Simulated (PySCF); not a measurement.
# Cr²⁺: excitation energy

Cr²⁺ [Ar] 3d4 (5D) → Cr²⁺ [Ar] 3d3 4s1, s spin flipped, as a difference of total energies. Computed with PySCF 2.14 in ANO-RCC-VTZP (6s5p3d2f1g, 59 functions), with the spin-free X2C one-electron Hamiltonian (Gaussian nucleus). Correlated levels: valence: [Ar] frozen; valence and next inner shell: [Ne] frozen. The calculations carry no spin-orbit coupling.

```tsv
method	excitation energy (cm⁻¹)
UHF	52354
LDA	59258
PBE	58174
PBE0	58098
r2SCAN	58438
HSE06	57740
PBEsol	59638
BHandHLYP	53595
MP2 (valence)	55103
SCS-MP2 (valence)	51033
MP2 (valence and next inner shell)	58028
SCS-MP2 (valence and next inner shell)	54948
```

The upper determinant mixes two multiplicities, so it lies between the two terms.

The basis was made for the ground configuration and has no added diffuse functions, so the excitation energy can come out too high.
